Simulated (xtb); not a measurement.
xtb input file for C₂H₆ClGe, SMILES [Ge]([Cl])([CH3])[CH3] (connectivity only; charge and spin as stated), charge +1, multiplicity 1, GFN2-xTB. 

```
$ xtb mol.xyz --gfn 2 --sp --chrg 1 --uhf 0 --json
$ cat mol.xyz
10

C     -1.62214445    -1.34342232     0.30640786
Ge     0.03596290    -0.26135054     0.06791215
C      1.92794188    -0.85641271     0.27687700
Cl    -0.23738130     1.71086579    -0.45176555
H     -1.59790441    -1.84832528     1.27402454
H     -1.67265955    -2.09957869    -0.48020851
H     -2.48926692    -0.68344609     0.24428670
H      2.58697544    -0.10238693    -0.15665954
H      2.14851679    -0.96956375     1.34060604
H      2.07422336    -1.81919007    -0.21493296
```

It prints:

```
[banner left out]
          |                Calculation Setup                |
           -------------------------------------------------



           -------------------------------------------------
          |                 G F N 2 - x T B                 |
           -------------------------------------------------

        Reference                      10.1021/acs.jctc.8b01176
      * Hamiltonian:
        H0-scaling (s, p, d)           1.850000    2.230000    2.230000
        zeta-weighting                 0.500000
      * Dispersion:
        s8                             2.700000
        a1                             0.520000
        a2                             5.000000
        s9                             5.000000
      * Repulsion:
        kExp                           1.500000    1.000000
        rExp                           1.000000
      * Coulomb:
        alpha                          2.000000
        third order                    shell-resolved
        anisotropic                    true
        a3                             3.000000
        a5                             4.000000
        cn-shift                       1.200000
        cn-exp                         4.000000
        max-rad                        5.000000


          ...................................................
          :                      SETUP                      :
          :.................................................:
          :  # basis functions                  34          :
          :  # atomic orbitals                  32          :
          :  # shells                           16          :
          :  # electrons                        24          :
          :  max. iterations                   250          :
          :  Hamiltonian                  GFN2-xTB          :
          :  restarted?                      false          :
          :  GBSA solvation                  false          :
          :  PC potential                    false          :
          :  electronic temp.          300.0000000     K    :
          :  accuracy                    1.0000000          :
          :  -> integral cutoff          0.2500000E+02      :
          :  -> integral neglect         0.1000000E-07      :
          :  -> SCF convergence          0.1000000E-05 Eh   :
          :  -> wf. convergence          0.1000000E-03 e    :
          :  Broyden damping             0.4000000          :
          :  net charge                          1          :
          :  unpaired electrons                  0          :
          ...................................................

 iter      E             dE          RMSdq      gap      omega  full diag
   1    -12.9323118 -0.129323E+02  0.209E+01    2.26       0.0  T
   2    -12.4667141  0.465598E+00  0.944E+00    6.39       1.0  T
   3    -12.9604915 -0.493777E+00  0.170E+01    2.64       1.0  T
   4    -13.2898310 -0.329339E+00  0.110E+01    3.15       1.0  T
   5    -13.5312558 -0.241425E+00  0.831E-01    4.40       1.0  T
   6    -13.5299433  0.131247E-02  0.709E-01    4.65       1.0  T
   7    -13.5321135 -0.217016E-02  0.386E-01    4.59       1.0  T
   8    -13.5328712 -0.757749E-03  0.137E-01    4.52       1.0  T
   9    -13.5328587  0.125707E-04  0.119E-01    4.51       1.0  T
  10    -13.5328531  0.551711E-05  0.138E-01    4.51       1.0  T
  11    -13.5329067 -0.536032E-04  0.595E-02    4.53       1.0  T
  12    -13.5329177 -0.109561E-04  0.129E-02    4.53       2.5  T
  13    -13.5329181 -0.434310E-06  0.616E-03    4.53       5.1  T
  14    -13.5329183 -0.186998E-06  0.188E-03    4.53      16.8  T
  15    -13.5329183 -0.978144E-08  0.138E-04    4.53     229.4  T
  16    -13.5329183 -0.865263E-11  0.691E-05    4.53     457.7  T

   *** convergence criteria satisfied after 16 iterations ***

         #    Occupation            Energy/Eh            Energy/eV
      -------------------------------------------------------------
         1        2.0000           -1.2268581             -33.3845
       ...           ...                  ...                  ...
         6        2.0000           -0.6715948             -18.2750
         7        2.0000           -0.6705183             -18.2457
         8        2.0000           -0.6670307             -18.1508
         9        2.0000           -0.6435327             -17.5114
        10        2.0000           -0.6428105             -17.4918
        11        2.0000           -0.6340134             -17.2524
        12        2.0000           -0.6125560             -16.6685 (HOMO)
        13                         -0.4459555             -12.1351 (LUMO)
        14                         -0.4370491             -11.8927
        15                         -0.2685594              -7.3079
        16                         -0.2089697              -5.6864
        17                         -0.1711014              -4.6559
       ...                                ...                  ...
        32                          1.0007003              27.2304
      -------------------------------------------------------------
                  HL-Gap            0.1666005 Eh            4.5334 eV
             Fermi-level           -0.5292558 Eh          -14.4018 eV

 SCC (total)                   0 d,  0 h,  0 min,  0.008 sec
 SCC setup                      ...        0 min,  0.000 sec (  1.311%)
 Dispersion                     ...        0 min,  0.000 sec (  0.678%)
 classical contributions        ...        0 min,  0.000 sec (  0.332%)
 integral evaluation            ...        0 min,  0.001 sec ( 15.176%)
 iterations                     ...        0 min,  0.005 sec ( 57.053%)
 molecular gradient             ...        0 min,  0.002 sec ( 24.109%)
 printout                       ...        0 min,  0.000 sec (  1.128%)

         :::::::::::::::::::::::::::::::::::::::::::::::::::::
         ::                     SUMMARY                     ::
         :::::::::::::::::::::::::::::::::::::::::::::::::::::
         :: total energy             -13.417050612752 Eh    ::
         :: gradient norm              0.000442529174 Eh/a0 ::
         :: HOMO-LUMO gap              4.533430447353 eV    ::
         ::.................................................::
         :: SCC energy               -13.532907162486 Eh    ::
         :: -> isotropic ES            0.076075237912 Eh    ::
         :: -> anisotropic ES         -0.016434618058 Eh    ::
         :: -> anisotropic XC          0.002146098066 Eh    ::
         :: -> dispersion             -0.004696559727 Eh    ::
         :: repulsion energy           0.115856549734 Eh    ::
         :: add. restraining           0.000000000000 Eh    ::
         :: total charge               1.000000000000 e     ::
         :::::::::::::::::::::::::::::::::::::::::::::::::::::

           -------------------------------------------------
          |                Property Printout                |
           -------------------------------------------------

    * Orbital Energies and Occupations

         #    Occupation            Energy/Eh            Energy/eV
      -------------------------------------------------------------
         1        2.0000           -1.2268581             -33.3845
         2        2.0000           -0.8669371             -23.5906
         3        2.0000           -0.7796534             -21.2154
         4        2.0000           -0.7623439             -20.7444
         5        2.0000           -0.6759052             -18.3923
         6        2.0000           -0.6715948             -18.2750
         7        2.0000           -0.6705183             -18.2457
         8        2.0000           -0.6670307             -18.1508
         9        2.0000           -0.6435327             -17.5114
        10        2.0000           -0.6428105             -17.4918
        11        2.0000           -0.6340134             -17.2524
        12        2.0000           -0.6125560             -16.6685 (HOMO)
        13                         -0.4459555             -12.1351 (LUMO)
        14                         -0.4370491             -11.8927
        15                         -0.2685594              -7.3079
        16                         -0.2089697              -5.6864
        17                         -0.1711014              -4.6559
        18                         -0.1698897              -4.6229
        19                         -0.1669474              -4.5429
        20                         -0.1508313              -4.1043
        21                         -0.1447818              -3.9397
        22                         -0.1283353              -3.4922
        23                         -0.1276243              -3.4728
       ...                                ...                  ...
        32                          1.0007003              27.2304
      -------------------------------------------------------------
                  HL-Gap            0.1666005 Eh            4.5334 eV
             Fermi-level           -0.5292558 Eh          -14.4018 eV

     #   Z          covCN         q      C6AA      α(0)
     1   6 C        3.655    -0.149    23.713     6.991
     2  32 Ge       2.583     0.340   214.159    28.624
     3   6 C        3.655    -0.149    23.715     6.991
     4  17 Cl       0.819     0.077    96.839    15.054
     5   1 H        0.924     0.146     1.422     1.865
     6   1 H        0.924     0.146     1.422     1.865
     7   1 H        0.924     0.150     1.394     1.847
     8   1 H        0.924     0.149     1.395     1.847
     9   1 H        0.924     0.146     1.421     1.864
    10   1 H        0.924     0.145     1.424     1.866

 Mol. C6AA /au·bohr⁶  :       1685.322527
 Mol. C8AA /au·bohr⁸  :      77852.124265
 Mol. α(0) /au        :         68.813311


Wiberg/Mayer (AO) data.
largest (>0.10) Wiberg bond orders for each atom

 ---------------------------------------------------------------------------
     #   Z sym  total        # sym  WBO       # sym  WBO       # sym  WBO
 ---------------------------------------------------------------------------
     1   6 C    3.972 --     7 H    0.920     5 H    0.920     6 H    0.917
                             2 Ge   0.911     3 C    0.182     4 Cl   0.116
     2  32 Ge   3.567 --     4 Cl   1.428     1 C    0.911     3 C    0.910
     3   6 C    3.972 --    10 H    0.922     8 H    0.920     9 H    0.915
                             2 Ge   0.910     1 C    0.182     4 Cl   0.115
     4  17 Cl   1.679 --     2 Ge   1.428     1 C    0.116     3 C    0.115
     5   1 H    0.979 --     1 C    0.920
     6   1 H    0.979 --     1 C    0.917
     7   1 H    0.978 --     1 C    0.920
     8   1 H    0.978 --     3 C    0.920
     9   1 H    0.979 --     3 C    0.915
    10   1 H    0.979 --     3 C    0.922
 ---------------------------------------------------------------------------

Topologies differ in total number of bonds
Writing topology from bond orders to xtbtopo.mol

molecular dipole:
                 x           y           z       tot (Debye)
 q only:        0.191      -1.376       0.367
   full:        0.137      -0.983       0.265       2.612
molecular quadrupole (traceless):
                xx          xy          yy          xz          yz          zz
 q only:        6.940       1.027      -0.376       0.147      -1.713      -6.565
  q+dip:        5.474       0.497       2.040       0.326      -2.665      -7.514
   full:        3.502       0.419       0.704       0.202      -1.366      -4.206


           -------------------------------------------------
          | TOTAL ENERGY              -13.417050612752 Eh   |
          | GRADIENT NORM               0.000442529174 Eh/α |
          | HOMO-LUMO GAP               4.533430447353 eV   |
           -------------------------------------------------
Note: The following floating-point exceptions are signalling: IEEE_UNDERFLOW_FLAG IEEE_DENORMAL
normal termination of xtb

------------------------------------------------------------------------
------------------------------------------------------------------------
 total:
 SCF:
```

Self-consistency was reached.
